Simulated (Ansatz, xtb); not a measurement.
## C6H7FOSi: which of two isomers lies lower

Structure I: `O[SiH2]c1cccc(F)c1`, a singlet. Structure II: `Fc1cccc(O[SiH3])c1`, a singlet. Both are isolated molecules in the gas phase, relaxed with B3LYP-D3(BJ)/def2-SVP, each in the lowest conformer that the search found.

Quicker runs give these differences E(II) − E(I): GFN2-xTB −50.1 kJ/mol; HF/STO-3G −4.3 kJ/mol (at GFN2-xTB geometries); r2SCAN-D4/def2-SVP +45.6 kJ/mol (at GFN2-xTB geometries).

Task: Estimate which is lower in electronic energy at CCSD(T)/def2-SVP, and by roughly how much.

Result: The CCSD(T)/def2-SVP calculation puts structure I lower, by 48.3 kJ/mol.

Level by level:

```
                level               geometry  E(II) − E(I) (kJ/mol)  departure from the last row (kJ/mol)  job, with rough time for the two
             GFN2-xTB               GFN2-xTB                   −50.1                                 −98.4              optimisation, 0.51 s
            HF/STO-3G               GFN2-xTB                    −4.3                                 −52.6               single point, 0.6 s
   r2SCAN-D4/def2-SVP               GFN2-xTB                   +45.6                                  −2.7               single point, 6.6 s
B3LYP-D3(BJ)/def2-SVP  B3LYP-D3(BJ)/def2-SVP                   +40.4                                  −7.9                optimisation, 65 s
          HF/def2-SVP  B3LYP-D3(BJ)/def2-SVP                   +44.3                                  −4.0           part of the CCSD(T) run
         MP2/def2-SVP  B3LYP-D3(BJ)/def2-SVP                   +56.2                                  +7.9           part of the CCSD(T) run
     CCSD(T)/def2-SVP  B3LYP-D3(BJ)/def2-SVP                   +48.3                                                   single point, 2.6 min
```

As drawn, II has 1 C–O, 1 Si–H in place of 1 C–Si, 1 O–H.

GFN2-xTB, HF/STO-3G put the two in the other order. The largest departure from CCSD(T)/def2-SVP is that of GFN2-xTB, 98.4 kJ/mol. MP2 in a larger basis moves the difference by +19.1 kJ/mol, a step that isn't added because spin contamination makes open-shell MP2 unreliable in this search.

With thermal terms from frequencies at re-optimised GFN2-xTB minima (ideal gas, soft modes damped towards free rotors, one conformer each, 298.15 K, 1 atm): the zero-point term adds −4.0 kJ/mol; ΔH is +43.4 and ΔG +45.1 kJ/mol.

The correlated steps freeze 13 core orbitals. Programs: Ansatz 0.2.0, xtb 6.7.1; the last row on 4 threads of Arm Neoverse V1 on a shared host.
